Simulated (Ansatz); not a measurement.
Basis-set extrapolation for C₂H₄Cl₂Si (`Cl[C@H]1C[Si@@H]1Cl`) (PBE0-D4/def2-TZVP geometry, frozen core, Ansatz 0.2.0). Multiplicity 1, RHF reference.

```tsv
	def2-TZVPP	def2-QZVPP
HF	-1286.064559	-1286.102629
MP2 correlation	-0.829431	-0.899091
CCSD(T) correlation	-0.924216	not run
```

Energies in hartree. Use E(X) = E(∞) + A·exp(−7.88·√X) for Hartree–Fock and E(X) = E(∞) + B·X^(−2.97) for correlation, with X = 3 and 4, and add CCSD(T) minus MP2 of the smaller set to the MP2 limit.

What is the CCSD(T) energy at the basis-set limit?

HF limit: -1286.102629 + (-0.038070) × 0.13774 = -1286.10787. MP2 limit: -0.899091 + (-0.069660) × 0.74074 = -0.95069. Higher-order term: -0.924216 − (-0.829431) = -0.09479. Total: -1287.15335 hartree, 103.3 kcal/mol below CCSD(T)/def2-TZVPP.
